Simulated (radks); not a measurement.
Results of a calculation; reference values are marked as such.
Neutral neon inside a hard spherical wall (all orbitals vanish at R), configuration held at [Ne] and not refilled when levels cross. Level of theory: scalar-relativistic Kohn-Sham, LDA (Slater exchange, Perdew-Wang correlation), spin-polarised, spherical densities, finite nucleus; Fermi nuclear charge, rms radius 3.0055 fm (a radial shooting solver on a logarithmic mesh with Libxc functionals). Eigenvalues in eV for spin up, with the zero of energy where the potential of the charges vanishes at infinity; a dash marks a level that is unbound or too diffuse for the functional's potential to be trusted. A positive occupied level is held by the wall or, in an anion where self-interaction has pushed it up, behind a barrier. The pressure on the wall is -dE/dV.

[
 {"R (bohr)": "free", "E (hartree)": "-128.37482", "kinetic (hartree)": "128.148", "e(1s)": "-825.80", "e(2s)": "-36.116", "e(2p)": "-13.534", "e(3s, empty)": "-0.068", "e(3p, empty)": "-", "pressure (GPa)": "0"},
 {"R (bohr)": "20", "E (hartree)": "-128.37482", "kinetic (hartree)": "128.148", "e(1s)": "-825.80", "e(2s)": "-36.116", "e(2p)": "-13.534", "e(3s, empty)": "-0.027", "e(3p, empty)": "0.612", "pressure (GPa)": "< 0.0001"},
 {"R (bohr)": "10", "E (hartree)": "-128.37482", "kinetic (hartree)": "128.148", "e(1s)": "-825.80", "e(2s)": "-36.116", "e(2p)": "-13.534", "e(3s, empty)": "0.412", "e(3p, empty)": "2.079", "pressure (GPa)": "< 0.0001"},
 {"R (bohr)": "8", "E (hartree)": "-128.37482", "kinetic (hartree)": "128.148", "e(1s)": "-825.79", "e(2s)": "-36.115", "e(2p)": "-13.533", "e(3s, empty)": "0.952", "e(3p, empty)": "3.223", "pressure (GPa)": "0.000313"},
 {"R (bohr)": "6", "E (hartree)": "-128.37458", "kinetic (hartree)": "128.151", "e(1s)": "-825.77", "e(2s)": "-36.094", "e(2p)": "-13.512", "e(3s, empty)": "2.627", "e(3p, empty)": "6.055", "pressure (GPa)": "0.0319"},
 {"R (bohr)": "5", "E (hartree)": "-128.37297", "kinetic (hartree)": "128.165", "e(1s)": "-825.64", "e(2s)": "-35.998", "e(2p)": "-13.412", "e(3s, empty)": "4.918", "e(3p, empty)": "9.376", "pressure (GPa)": "0.353"},
 {"R (bohr)": "4", "E (hartree)": "-128.36032", "kinetic (hartree)": "128.253", "e(1s)": "-824.94", "e(2s)": "-35.512", "e(2p)": "-12.889", "e(3s, empty)": "10.482", "e(3p, empty)": "16.498", "pressure (GPa)": "4.44"},
 {"R (bohr)": "3.5", "E (hartree)": "-128.33303", "kinetic (hartree)": "128.418", "e(1s)": "-823.83", "e(2s)": "-34.770", "e(2p)": "-12.069", "e(3s, empty)": "16.389", "e(3p, empty)": "23.379", "pressure (GPa)": "17.2"},
 {"R (bohr)": "3", "E (hartree)": "-128.24970", "kinetic (hartree)": "128.859", "e(1s)": "-821.26", "e(2s)": "-33.104", "e(2p)": "-10.185", "e(3s, empty)": "27.259", "e(3p, empty)": "35.159", "pressure (GPa)": "73.0"},
 {"R (bohr)": "2.5", "E (hartree)": "-127.97743", "kinetic (hartree)": "130.109", "e(1s)": "-815.14", "e(2s)": "-29.180", "e(2p)": "-5.704", "e(3s, empty)": "49.114", "e(3p, empty)": "57.155", "pressure (GPa)": "355"}
]
